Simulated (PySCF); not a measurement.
LaO (SMILES [O]=[La]), doublet, at a GFN2-xTB geometry (such geometries of metal compounds can be far from the true shape) (core potentials on La); MN15/def2-SV(P) (PySCF).

PySCF was given this input:
```python
from pyscf import gto, scf, dft

mol = gto.Mole()
mol.atom = '''
    La   -0.00000000   -0.00000000   -0.24883547
    O     0.00000000    0.00000000    1.77295270
'''
mol.basis = 'def2-sv(p)'
mol.ecp = {'La': 'def2-sv(p)'}
mol.spin = 1
mol.verbose = 5
mol.build()

mf = dft.UKS(mol)
mf.xc = 'mn15'
mf.kernel()
```

What the program printed (banner, timings and long lists left out):

```
PySCF version 2.14.0

[INPUT] verbose = 5
[INPUT] max_memory = 4000
[INPUT] num. atoms = 2
[INPUT] num. electrons = 19
[INPUT] charge = 0
[INPUT] spin (= nelec alpha-beta = 2S) = 1
[INPUT] symmetry False subgroup None
[INPUT] Mole.unit = angstrom
[INPUT] Symbol           X                Y                Z      unit          X                Y                Z       unit  Magmom
[...]
[INPUT] ---------------- BASIS SET ----------------
[INPUT] l, kappa, [nprim/nctr], expnt,             c_1 c_2 ...
[INPUT] O
[...]
                                340.87010191      -0.03989003923
                                77.363135167      -0.17853911985
                                21.47964494       -0.46427684959
                                6.6589433124      -0.44309745172
[...]
                                3.863550544       0.23094120765
                                1.0480920883      0.51375311064
[...]
[INPUT] La
[...]
                                4.270978          0.8581248972
[...]
                                2.382095          0.517183646437
                                0.67246658081     -0.448231159953
                                0.32519427171     -0.588648439296
[...]
                                0.89049882672     0.251372362112
                                0.3294729104      0.446040682395
                                0.1339878883      0.448782771542
[...]
nuclear repulsion = 23.0328751804696
number of shells = 17
number of NR pGTOs = 74
number of NR cGTOs = 39
basis = def2-sv(p)
ecp = {'La': 'def2-sv(p)'}

******** <class 'pyscf.dft.uks.UKS'> ********
method = UKS
initial guess = minao
damping factor = 0
level_shift factor = 0
DIIS = <class 'pyscf.scf.diis.CDIIS'>
diis_start_cycle = 1
diis_space = 8
diis_damp = 0
SCF conv_tol = 1e-09
SCF conv_tol_grad = None
SCF max_cycles = 50
direct_scf = True
direct_scf_tol = 1e-13
number electrons alpha = 10  beta = 9
XC library pyscf.dft.libxc version 7.1.2
    S. Lehtola, C. Steigemann, M. J. T. Oliveira, and M. A. L. Marques,  SoftwareX 7, 1–5 (2018)
XC functionals = mn15
    H. S. Yu, X. He, S. L. Li, and D. G. Truhlar,  Chem. Sci. 7, 5032–5051 (2016)
    H. S. Yu, X. He, S. L. Li, and D. G. Truhlar,  Chem. Sci. 7, 5032–5051 (2016)
radial grids:
    Treutler-Ahlrichs [JCP 102, 346 (1995); DOI:10.1063/1.469408] (M4) radial grids

becke partition: Becke, JCP 88, 2547 (1988); DOI:10.1063/1.454033
pruning grids: <function nwchem_prune>
grids dens level: 3
symmetrized grids: False
atomic radii adjust function: <function treutler_atomic_radii_adjust>
small_rho_cutoff = 0
Set gradient conv threshold to 3.16228e-05
Density of valence part of ANO basis will be used as initial guess for La
atom La rad-grids = 100, ang-grids = [ 50  50  50  50  50  50  50  50  50  50  50  50  50  50  50  50  50  50
  50  50  50  50  50  50  50  50  50  86  86  86  86  86  86  86  86  86
  86  86  86  86  86  86 350 350 350 350 350 350 350 350 350 350 350 434
 434 434 434 434 434 434 434 434 434 434 434 434 434 434 434 434 434 434
 434 434 350 350 350 350 350 350 350 350 350 350 350 350 350 350 350 350
 350 350 350 350 350 350 350 350 350 350]
atom O rad-grids = 75, ang-grids = [ 50  50  50  50  50  50  50  50  50  50  50  50  50  50  50  50  50  50
  50  50  50  50  50  86  86  86  86  86  86  86  86  86 266 266 266 266
 266 266 266 302 302 302 302 302 302 302 302 302 302 302 302 302 302 302
 302 302 302 302 302 266 266 266 266 266 266 266 266 266 266 266 266 266
 266 266 266]
tot_boxes 972, boxes in each direction [ 7  7 10]
Padding 6 grids
tot grids = 38792
nelec by numeric integration = [9.13302686 9.13302686]
E1 = -191.79605608888517  E2 = 65.45916746430088  Ecoul = 77.3012998096981  Exc = -11.842132345397214
init E= -103.304013444115
cond(S) = 366.8163187380154

  alpha mo_energy =
[-1.92681256e+01 -2.00630237e+00 -1.45201836e+00 -1.30048115e+00
 -1.30048115e+00 -1.18881515e+00 -6.80303362e-01 -6.80303362e-01
 -6.68516193e-01 -3.77486923e-01 -3.58610500e-01 -3.58609439e-01
[...]
  5.99693641e-02  9.53439549e-02  1.30660728e-01  1.85153148e-01
  1.85153148e-01  1.91126684e-01  1.91131204e-01  2.51013086e-01
  3.56003695e-01  3.56003695e-01  4.64717117e-01  8.13868118e-01
  1.11391887e+00  1.11391887e+00  1.14344201e+00  1.42347287e+00
  2.70965119e+00  2.70973057e+00  2.71602581e+00  2.71602581e+00
  2.82602839e+00  1.13637853e+01  3.35937319e+01]
multiplicity <S^2> = 0.75051008  2S+1 = 2.00051
nelec by numeric integration = [9.9999995 8.9999995]
E1 = -202.52670713819606  E2 = 72.90015155730013  Ecoul = 85.56387402186282  Exc = -12.663722464562678
cycle= 11 E= -106.593680400426  delta_E= -2.19e-09  |g|= 5.38e-06  |ddm|= 0.000114
  alpha mo_energy =
[-1.87399394e+01 -1.57443272e+00 -9.62679937e-01 -9.04838662e-01
 -9.04838662e-01 -7.49012365e-01 -2.86555987e-01 -2.86555987e-01
 -2.80389564e-01 -1.67734790e-01 -4.83228506e-02 -4.83225153e-02
 -2.81407008e-02 -2.81407008e-02 -6.61599262e-03  4.43375269e-02
  4.43375269e-02  7.77767797e-02  1.21513454e-01  1.58045723e-01
  1.58045973e-01  1.73345695e-01  1.73345695e-01  2.36916483e-01
  3.51507608e-01  3.51507608e-01  4.70379830e-01  8.22393652e-01
  1.11432230e+00  1.11432230e+00  1.14379967e+00  1.42533571e+00
  2.71029435e+00  2.71037552e+00  2.71658280e+00  2.71658280e+00
  2.82665019e+00  1.13507630e+01  3.35905007e+01]
  beta  mo_energy =
[-1.87401499e+01 -1.56867745e+00 -9.61808396e-01 -8.95707403e-01
 -8.95707403e-01 -7.48793977e-01 -2.87009592e-01 -2.87009592e-01
 -2.80263340e-01 -6.20104767e-02 -3.42586039e-02 -3.42576444e-02
  8.18705941e-03  8.18705941e-03  2.48092186e-02  5.99685537e-02
  5.99685537e-02  9.53429791e-02  1.30661224e-01  1.85152535e-01
  1.85152535e-01  1.91125558e-01  1.91130025e-01  2.51011697e-01
  3.56002642e-01  3.56002642e-01  4.64716221e-01  8.13866927e-01
  1.11391693e+00  1.11391693e+00  1.14344023e+00  1.42347092e+00
  2.70964953e+00  2.70972891e+00  2.71602403e+00  2.71602403e+00
  2.82602661e+00  1.13637833e+01  3.35937303e+01]
multiplicity <S^2> = 0.75051051  2S+1 = 2.0005104
nelec by numeric integration = [9.9999995 8.9999995]
E1 = -202.52669840320254  E2 = 72.90014282215267  Ecoul = 85.56386550636536  Exc = -12.663722684212685
cycle= 12 E= -106.59368040058  delta_E= -1.54e-10  |g|= 2.53e-06  |ddm|= 5.99e-05
  alpha mo_energy =
[-1.87399368e+01 -1.57443287e+00 -9.62679289e-01 -9.04838790e-01
 -9.04838790e-01 -7.49011184e-01 -2.86554378e-01 -2.86554378e-01
 -2.80387809e-01 -1.67734931e-01 -4.83228920e-02 -4.83225568e-02
 -2.81406460e-02 -2.81406460e-02 -6.61602876e-03  4.43379642e-02
  4.43379642e-02  7.77769160e-02  1.21513574e-01  1.58045861e-01
  1.58046111e-01  1.73345678e-01  1.73345678e-01  2.36916674e-01
  3.51507679e-01  3.51507679e-01  4.70379858e-01  8.22393751e-01
  1.11432388e+00  1.11432388e+00  1.14380122e+00  1.42533688e+00
  2.71029629e+00  2.71037745e+00  2.71658461e+00  2.71658461e+00
  2.82665190e+00  1.13507633e+01  3.35905007e+01]
  beta  mo_energy =
[-1.87401476e+01 -1.56867739e+00 -9.61807799e-01 -8.95707355e-01
 -8.95707355e-01 -7.48793196e-01 -2.87008799e-01 -2.87008799e-01
 -2.80262624e-01 -6.20101509e-02 -3.42584658e-02 -3.42575036e-02
  8.18730617e-03  8.18730617e-03  2.48095032e-02  5.99689066e-02
  5.99689066e-02  9.53431913e-02  1.30661360e-01  1.85153007e-01
  1.85153007e-01  1.91125867e-01  1.91130346e-01  2.51012095e-01
  3.56002601e-01  3.56002601e-01  4.64716438e-01  8.13867114e-01
  1.11391802e+00  1.11391802e+00  1.14344136e+00  1.42347196e+00
  2.70965106e+00  2.70973044e+00  2.71602544e+00  2.71602544e+00
  2.82602793e+00  1.13637828e+01  3.35937302e+01]
multiplicity <S^2> = 0.75051068  2S+1 = 2.0005106
nelec by numeric integration = [9.9999995 8.9999995]
E1 = -202.52666549796652  E2 = 72.90010991691581  Ecoul = 85.56382840537569  Exc = -12.663718488459878
Extra cycle  E= -106.593680400581  delta_E= -8.24e-13  |g|= 5.74e-06  |ddm|= 1.08e-05
converged SCF energy = -106.593680400581  <S^2> = 0.75051068  2S+1 = 2.0005106
```
